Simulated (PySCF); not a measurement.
C2H7BN2O.
SMILES: `CC(=O)NBN`

Vertical excitations from PySCF (density fitting, frozen core in the response, grid level 2 and gas phase unless stated; continuum runs use non-equilibrium linear response for the excitations) on a GFN2-xTB geometry. Reference run:

```
                              settings    S1, eV (f)    S2, eV (f)    S3, eV (f)    S4, eV (f)    S5, eV (f)    S6, eV (f)  T1, eV (Tamm–Dancoff)  mean α (au)
PBE0/def2-SVPD, full TDDFT, 6 singlets  5.30 (0.001)  6.52 (0.167)  6.80 (0.031)  6.87 (0.002)  7.64 (0.037)  7.72 (0.041)                   4.86         58.5
```

Q: What do these settings give: mPW1PW91/def2-SVPD, TDA, 6 singlets?

A: 
```csv
settings,"S1, eV (f)","S2, eV (f)","S3, eV (f)","S4, eV (f)","S5, eV (f)","S6, eV (f)","T1, eV (Tamm–Dancoff)",mean α (au)
"mPW1PW91/def2-SVPD, TDA, 6 singlets",5.33 (0.001),6.66 (0.167),6.81 (0.074),6.85 (0.003),7.63 (0.036),7.73 (0.015),4.87,58.2
```

S1 moves by +0.03 eV; functional and response scheme change together, so the shift can't be laid on one. States are counted by energy in each run and needn't keep their character from row to row.

Q: Give the leading configurations of S1 (H = HOMO, L = LUMO) and the HOMO–LUMO gap of each run.

A: 
| settings | S1 configurations (weight) | S1 (eV) | orbital gap (eV) | S1 − gap (eV) |
| --- | --- | --- | --- | --- |
| PBE0/def2-SVPD, full TDDFT, 6 singlets | H→L 0.96 | 5.30 | 7.33 | -2.03 |
| mPW1PW91/def2-SVPD, TDA, 6 singlets | H→L 0.96 | 5.33 | 7.36 | -2.03 |

Shape of the structure used: `[CH3:1][C:2](=[O:3])[NH:4][BH:5][NH2:6]`: C1–C2–N4–B5 180°, C2–N4–B5–N6 0°, H–N6–B5–N4 180°, H–N6–B5–N4 0°.

One conformer stands for the species.
